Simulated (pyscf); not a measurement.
**HO–ZnH, singlet**

Gas-phase minimum from PySCF at ωB97X-D3(BJ)/def2-SVP, one conformer. 

SMILES: [ZnH][OH]
```xyz
4

O      0.9867     1.0857     0.4793
Zn     0.1184     0.2393    -0.8125
H      0.6229     1.0551     1.3692
H     -0.5550    -0.4560    -1.9847
```

Bonded distances (Å): O1–Zn2 1.772, O1–H3 0.962, Zn2–H4 1.520. Angles (°): Zn2–O1–H3 118.3, O1–Zn2–H4 176.2.

Properties at ωB97X-D3(BJ)/def2-SVP:

| Quantity | Value |
|---|---|
| Harmonic wavenumbers, unscaled | 454, 471, 655, 722, 1942, 3935 cm⁻¹ |
| Zero-point energy | 11.7 kcal/mol |
| Rotational symmetry number | 1 |
| Entropy of this conformer at 298 K and 1 atm, rigid rotor and harmonic oscillator, modes under 100 cm⁻¹ raised to 100 | 251.9 J/(mol K) |
| Dipole moment | 1.55 D |

Single-point totals, which compare only within one level (frozen core for MP2 and CC):

```csv
level,total energy (hartree)
ωB97X-D3(BJ)/def2-TZVP,-1855.83529
PBE/def2-TZVP,-1855.51202
r²SCAN/def2-TZVP,-1855.80859
B3LYP-D3(BJ)/def2-TZVP,-1855.91759
PBE0-D3(BJ)/def2-TZVP,-1855.52806
M06-2X/def2-TZVP,-1855.79908
ωB97M-D3(BJ)/def2-TZVP,-1855.90449
HF/def2-TZVPP,-1853.86416
MP2/def2-TZVPP,-1854.96010
CCSD/def2-TZVPP,-1854.88184
CCSD(T)/def2-TZVPP,-1854.90807
```

The CCSD(T) − MP2 part came from Ansatz, without density fitting, on the same reference. The frozen core leaves the outer d or s,p core shells of the metals and heavy elements correlated in the MP2 and CC values, and def2-TZVPP describes them poorly, so these totals are far from the basis limit. Elements up to Kr have no core potential and no relativistic terms here.
